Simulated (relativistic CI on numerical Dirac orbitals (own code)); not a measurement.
**Mn+: resonant inelastic scattering at the M2,3 edge**

Computed with this model: Dirac-Coulomb-Breit CI, orbitals from a KLI potential per configuration, model QED, valence Slater integrals scaled by 0.7, Kramers-Heisenberg scattering through one core-hole configuration in a parametric crystal field; configurations [Ar] 3d6 → [Ne] 3s2 3p5 3d7; 80 K; core-hole width 0.8 eV; summed over polarisations. Incident energies are the highest absorption maxima for each field (at most a few, so the weaker spin-orbit partner edge can be absent), on the computed scale of the free ion. Intensities are in per cent of the strongest line above 0.02 eV; levels within 1 cm⁻¹ are merged; final levels count from the ground level, the first row holds all elastic scattering, lines under 0.4 are left out and each table stops after 24 rows. The scale of the Slater integrals is a model choice and moves the terms in proportion. The configuration is assumed, with all valence electrons in the open shell; the free ion's ground configuration is another.

Field parameters in Wybourne normalisation: Oh B⁴₀ = 21Dq, B⁴₄ = √(5/14) B⁴₀. The field is a parameter set, without covalency.

S is read from ⟨S²⟩ = S(S + 1).

Oh, 10Dq = 2400 cm⁻¹:

| Final level (eV) | Degeneracy | Irrep | S | 50.3 eV | 53.7 eV |
| --- | --- | --- | --- | --- | --- |
| 0.000 | 3 | T2 | 2.00 | 90.1 | 346.0 |
| 0.014 | 2 | E | 2.00 | 5.3 | 41.4 |
| 0.015 | 3 | T1 | 2.00 | 5.2 | 59.2 |
| 0.033 | 1 | A1 | 2.00 | 1.0 | 30.7 |
| 0.037 | 3 | T1 | 2.00 | 2.9 | 87.2 |
| 0.039 | 3 | T2 | 2.00 | 3.3 | 91.0 |
| 0.322 | 1 | A2 | 2.00 | 6.1 | 14.9 |
| 0.323 | 3 | T2 | 2.00 | 13.0 | 76.8 |
| 0.324 | 2 | E | 2.00 | 6.4 | 55.9 |
| 0.325 | 3 | T1 | 2.00 | 6.3 | 100.0 |
| 0.326 | 1 | A1 | 2.00 | 1.0 | 35.1 |
| 1.553 | 3 | T2 | 1.00 | 0.5 | 0.0 |
| 1.662 | 3 | T1 | 1.00 | 0.4 | 0.1 |
| 1.848 | 3 | T2 | 1.00 | 0.0 | 0.4 |
| 1.909 | 3 | T2 | 1.00 | 0.8 | 0.1 |
| 2.036 | 3 | T2 | 1.00 | 3.9 | 0.2 |
| 2.043 | 3 | T1 | 1.00 | 0.4 | 0.1 |
| 2.067 | 1 | A2 | 1.00 | 0.5 | 0.0 |
| 2.086 | 3 |  | 0.99 | 1.1 | 0.5 |
| 2.090 | 2 |  | 1.00 | 1.2 | 0.2 |
| 2.094 | 3 |  | 1.00 | 0.8 | 0.1 |
| 2.347 | 3 |  | 0.91 | 0.4 | 0.7 |
| 2.351 | 2 |  | 1.00 | 0.3 | 0.5 |
| 2.673 | 3 |  | 1.00 | 0.0 | 0.5 |

Oh, 10Dq = 5350 cm⁻¹:

```csv
Final level (eV),Degeneracy,Irrep,S,50.5 eV,53.4 eV
0.000,3,T2,2.00,83.5,265.6
0.014,2,E,2.00,3.0,41.3
0.015,3,T1,2.00,2.7,79.2
0.035,1,A1,2.00,1.0,21.2
0.038,3,T1,2.00,3.0,87.7
0.039,3,T2,2.00,3.6,100.0
0.687,6,,2.00,22.9,67.0
0.688,3,T1,2.00,5.5,39.0
0.688,1,A1,2.00,0.8,14.6
1.097,2,E,1.00,0.2,0.6
1.099,3,T2,1.00,0.3,0.7
1.402,3,T2,1.00,0.7,0.1
1.940,2,E,1.00,0.0,0.6
1.941,3,T2,1.00,0.1,0.7
2.265,3,T2,0.93,1.6,0.8
2.286,3,T1,1.00,0.7,0.6
2.327,3,T2,0.98,0.7,0.2
2.895,3,,0.99,0.3,0.7
2.895,2,,1.00,0.3,0.6
3.162,3,,0.65,0.1,0.9
3.172,3,,1.00,0.1,1.1
3.174,3,,0.56,0.0,0.8
```

For the first field the strongest loss at the lowest incident energy is the level at 0.32 eV (S = 2.00, against 2.00 in the thermal ground state).
